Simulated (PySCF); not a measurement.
Spectrum to structure. Theory: PySCF, TDDFT PBE0/def2-SVPD, vertical, gas phase, core orbitals frozen in the response. Geometries: GFN2-xTB, one conformer each.

| state | E (eV) | λ (nm) | f |
| --- | --- | --- | --- |
| S1 | 5.60 | 221.4 | 0.031 |
| S2 | 5.86 | 211.6 | 0.0036 |
| S3 | 6.01 | 206.4 | 0.0017 |
| S4 | 6.04 | 205.2 | 0.051 |
| S5 | 6.48 | 191.4 | 0.0067 |
| S6 | 6.71 | 184.7 | 0.0017 |

Triplets computed (Tamm–Dancoff): 4.80, 5.28 eV.

Problem. Which structure fits? All have the formula C4H6O3S.
A. `O=S(=O)(O)C=C1CC1`
B. `O=S(=O)(O)[C@@H]1C=CC1`
C. `COC(=S)CC(=O)O`
D. `C[S@@](=O)[C@@H]1CC(=O)O1`

Solution. D. Its S1 lies at 5.60 eV; the nearest of the others has S1 at 6.04 eV. S1 is HOMO→LUMO+1 (88%). Löwdin shares by element: HOMO oxygen 49% or more, sulfur 30%, carbon 15% or more; LUMO carbon 45% or more, oxygen 43% or more. At the same level the other candidates give, for their lowest levels:
- `O=S(=O)(O)C=C1CC1`: 6.04 eV (f 0.004); 6.59 eV (f 0.038); 6.75 eV (f 0.089); 6.89 eV (f 0.244); 7.11 eV (f 0.003); T1 4.36 eV; HOMO -8.58, LUMO -1.24 eV
- `O=S(=O)(O)[C@@H]1C=CC1`: 6.85 eV (f 0.162); 7.19 eV (f 0.012); 7.24 eV (f 0.003); 7.44 eV (f 0.022); 7.65 eV (f 0.003); T1 4.24 eV; HOMO -8.03, LUMO -0.59 eV
- `COC(=S)CC(=O)O`: 3.34 eV (f 0.000); 5.27 eV (f 0.082); 5.61 eV (f 0.003); 5.79 eV (f 0.099); 6.19 eV (f 0.033); T1 2.95 eV; HOMO -6.79, LUMO -1.71 eV

Shape of the structure used: `[CH3:1][S@@:2](=[O:3])[C@@H:4]1[CH2:5][C:6](=[O:7])[O:8]1`: C1–S2–C4–C5 164°.
